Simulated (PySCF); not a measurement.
## CaSb: frontier orbitals

r²SCAN at R = 3.095 Å; PySCF, scalar-relativistic core potentials, basis sets Ca def2-SVPD, Sb def2-SVPD with ECP28. State: ⁴Σ⁻ (quartet), unpaired electrons σ ↑, π ↑↑. Only the outer orbitals are listed, counted within each symmetry, core potentials removing the inner ones.

| spin | orbital | occ. | ε (eV) | on Ca (%) | main shells (%) |
| --- | --- | --- | --- | --- | --- |
| α | 4π | 1 | -29.04 | 100 | 100 Ca p |
| α | 4π | 1 | -29.04 | 100 | 100 Ca p |
| α | 8σ | 1 | -28.87 | 100 | 100 Ca p |
| α | 9σ | 1 | -13.03 | 3 | 97 Sb s |
| α | 10σ | 1 | -5.25 | 32 | 66 Sb p, 30 Ca s |
| α | 5π | 1 | -5.17 | 7 | 93 Sb p |
| α | 5π | 1 | -5.17 | 7 | 93 Sb p |
| α | 11σ | 1 | -3.69 | 81 | 51 Ca s, 23 Ca p, 16 Sb p |
| α | 6π | 0 | -1.90 | 99 | 58 Ca p, 42 Ca d |
| α | 6π | 0 | -1.90 | 99 | 58 Ca p, 42 Ca d |
| α | 12σ | 0 | -1.72 | 100 | 66 Ca d, 33 Ca p |
| β | 4π | 1 | -28.96 | 100 | 100 Ca p |
| β | 4π | 1 | -28.96 | 100 | 100 Ca p |
| β | 8σ | 1 | -28.72 | 100 | 100 Ca p |
| β | 9σ | 1 | -11.27 | 7 | 93 Sb s |
| β | 10σ | 1 | -4.54 | 39 | 60 Sb p, 30 Ca s |
| β | 5π | 0 | -3.03 | 24 | 76 Sb p, 15 Ca d, 10 Ca p |
| β | 5π | 0 | -3.03 | 24 | 76 Sb p, 15 Ca d, 10 Ca p |
| β | 11σ | 0 | -2.31 | 85 | 61 Ca s, 17 Ca p, 10 Sb p |

Which are the highest filled and the lowest empty level, where do they sit, and how wide is the gap?

Highest filled α 11σ at -3.69 eV (in %: 51 Ca s, 23 Ca p, 16 Sb p); lowest empty β 5π at -3.03 eV (in %: 76 Sb p, 15 Ca d, 10 Ca p); the gap at r²SCAN is 0.66 eV.

```json
{
 "bond order (Mayer)": "1.14",
 "⟨S²⟩": "3.758",
 "charge on Ca (Mulliken, basis-dependent)": "0.25",
 "charge on Ca (Löwdin, basis-dependent)": "0.18",
 "dipole moment (positive dipole means Ca(−)Sb(+))": "-3.54 D"
}
```

Spin–orbit coupling is left out. The state was picked by a PBE0 search and need not be the measured ground state.
